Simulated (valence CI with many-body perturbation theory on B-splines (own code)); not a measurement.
**E1 line list for Ho17+**

Calculated by relativistic CI+MBPT: four valence electrons over a frozen Dirac-Fock core [Kr] 4d10, a basis of 7 s, 7 p, 7 d, 7 f, 4 g, 2 h functions for each j, with the one-electron correlation potential Σ1 (screened to all orders), the two-electron term Σ2, the three-electron term Σ3, Breit, model QED; selected single and double excitations, second order for the rest, scaled by the run's own slope (own B-spline code, finite nucleus).

No measured levels were compared; by estimate terms of the open shell hold to a few per cent of their energy, and close levels can change places.

Lines 1 to 50 of 411 in falling wavelength, among levels below 436860 cm⁻¹, chosen from the strongest by gf and those to the six lowest levels. Wavelengths and rates use the calculated energies, so an error of 2000 cm⁻¹ moves a line at 105.9 nm by 2.1 % and its rate by three times that or more. Electric multipoles are in the length gauge, E1 and E2 with the static RPA response of the core. Weak lines are less certain than strong ones. Lines between different terms over intervals too small for the method are left out, as are lines whose strength nearly cancels. Where a level lies close to another of its J and parity, the split of strength between their lines is uncertain. The highest levels of a list are the least certain.

Names give the largest LS component (configuration and term), which can be under half, so a name can repeat, a term be missing and a line seem to break the LS rules; names also repeat where a configuration has a term twice. Letters in brackets count levels of one name in rising energy.

```
λ vac (nm)            Upper            Lower   A (s⁻¹)  log gf  Branch %
     105.9  4f³5s ³I°_7 [b]     4f⁴ ³H_6 [d]  4.08e+03   -4.99       3.8
     101.0      4f³5s ¹I°_6     4f⁴ ³H_6 [d]  5.23e+03   -4.98       3.7
     99.70  4f³5s ³H°_6 [b]     4f⁴ ¹I_6 [c]  9.10e+03   -4.75       4.4
     98.85  4f³5s ³I°_5 [a]     4f⁴ ³K_6 [b]  6.80e+03   -4.96      42.5
     96.05  4f³5s ¹H°_5 [b]     4f⁴ ¹I_6 [c]  1.19e+04   -4.74       5.3
     93.43  4f³5s ³I°_6 [a]     4f⁴ ³K_7 [b]  1.36e+04   -4.64      59.2
     90.72  4f³5s ¹G°_4 [c]     4f⁴ ¹G_4 [d]  2.34e+04   -4.59       2.8
     86.05  4f³5s ³I°_7 [a]     4f⁴ ³K_8 [b]  2.20e+04   -4.44      68.7
     84.90  4f³5s ³H°_6 [b]     4f⁴ ¹H_5 [b]  7.86e+03   -4.96       3.8
     78.35      4f³5s ¹K°_7     4f⁴ ¹L_8 [b]  2.51e+04   -4.46      19.5
     77.83  4f³5s ³I°_7 [b]     4f⁴ ¹I_6 [b]  7.42e+03   -5.00       6.9
     77.37  4f³5s ³F°_2 [a]     4f⁴ ³G_3 [b]  2.12e+04   -5.02      19.1
     76.07  4f³5s ³G°_3 [c]     4f⁴ ³H_4 [d]  2.06e+04   -4.90       4.8
     74.77  4f³5s ³G°_5 [a]         4f⁴ ⁵D_4  1.10e+04   -4.99      23.1
     74.59      4f³5s ³K°_8     4f⁴ ³K_8 [b]  8.12e+03   -4.94      13.2
     73.97      4f³5s ⁵F°_3         4f⁴ ⁵D_2  1.72e+04   -5.01      20.2
     73.33  4f³5s ³F°_3 [b]     4f⁴ ³D_2 [b]  1.47e+04   -5.08       3.6
     70.71      4f³5s ³L°_7     4f⁴ ¹L_8 [b]  1.67e+04   -4.73       9.3
     70.62      4f³5s ³L°_8     4f⁴ ¹L_8 [b]  6.95e+03   -5.05       4.0
     70.58      4f³5s ⁵F°_5         4f⁴ ⁵D_4  1.81e+04   -4.83      25.7
     70.25       4f³5p ³H_4  4f³5s ³G°_3 [c]  3.94e+04   -4.58       0.0
     70.21  4f³5s ³G°_3 [b]     4f⁴ ³G_4 [b]  1.68e+04   -5.06       5.8
     70.16  4f³5s ³I°_7 [b]     4f⁴ ¹L_8 [b]  1.18e+04   -4.88      10.9
     70.01  4f³5s ¹D°_2 [c]     4f⁴ ³D_3 [b]  3.27e+04   -4.92       8.0
     69.94  4f³5s ³G°_4 [c]     4f⁴ ¹H_5 [b]  1.42e+04   -5.03       3.3
     69.29  4f³5s ³H°_4 [b]     4f⁴ ³I_5 [b]  2.13e+04   -4.86       8.6
     68.59  4f³5s ³D°_3 [c]     4f⁴ ³P_2 [b]  3.87e+04   -4.72       6.6
     67.95  4f³5s ¹H°_5 [a]     4f⁴ ¹I_6 [a]  2.30e+04   -4.76      28.8
     67.90  4f³5s ¹G°_4 [b]     4f⁴ ³G_5 [b]  2.58e+04   -4.80      15.3
     66.41  4f³5s ³F°_4 [a]         4f⁴ ¹F_3  1.85e+04   -4.96       5.0
     66.36  4f³5s ¹G°_4 [c]     4f⁴ ¹H_5 [b]  2.14e+04   -4.90       2.5
     66.34       4f³5p ⁵I_5  4f³5s ³G°_4 [c]  3.97e+04   -4.54       0.0
     66.31      4f³5s ¹L°_8     4f⁴ ¹L_8 [b]  8.00e+04   -4.05      42.6
     66.11  4f³5s ³H°_6 [b]     4f⁴ ³I_6 [b]  1.31e+04   -4.95       6.4
     65.66  4f³5s ¹D°_2 [c]         4f⁴ ¹F_3  2.68e+04   -5.06       6.5
     65.62  4f³5s ³G°_3 [b]     4f⁴ ³H_4 [a]  2.49e+04   -4.95       8.6
     65.59      4f³5s ³L°_8     4f⁴ ³K_7 [b]  2.79e+04   -4.51      16.0
     65.21  4f³5s ³D°_2 [a]     4f⁴ ³F_3 [c]  2.65e+04   -5.07       5.6
     65.03  4f³5s ¹F°_3 [b]     4f⁴ ¹G_4 [d]  3.75e+04   -4.78       2.2
     65.00  4f³5s ¹F°_3 [a]     4f⁴ ¹G_4 [c]  1.89e+04   -5.08       3.8
     64.63  4f³5s ³F°_3 [b]     4f⁴ ³P_2 [b]  2.12e+04   -5.03       5.3
     64.61  4f³5s ³I°_5 [b]     4f⁴ ³H_6 [b]  3.45e+04   -4.62      16.8
     64.49  4f³5s ¹H°_5 [b]     4f⁴ ³I_6 [b]  2.01e+04   -4.86       9.0
     64.29  4f³5s ³G°_4 [b]     4f⁴ ³H_5 [b]  6.21e+04   -4.46      22.1
     64.29  4f³5s ³G°_3 [b]     4f⁴ ¹G_4 [a]  2.93e+04   -4.90      10.1
     64.26      4f³5s ³L°_9     4f⁴ ³K_8 [b]  4.48e+04   -4.28      26.2
     64.02      4f³5s ³L°_7     4f⁴ ³K_6 [b]  9.62e+03   -5.05       5.4
     64.02      4f³5s ⁵F°_4         4f⁴ ⁵G_5  1.56e+04   -5.06      19.9
     63.71  4f³5s ¹F°_3 [a]         4f⁴ ¹F_3  5.84e+04   -4.60      11.8
     63.37      4f³5s ⁵F°_3         4f⁴ ⁵G_4  2.32e+04   -5.01      27.3
```
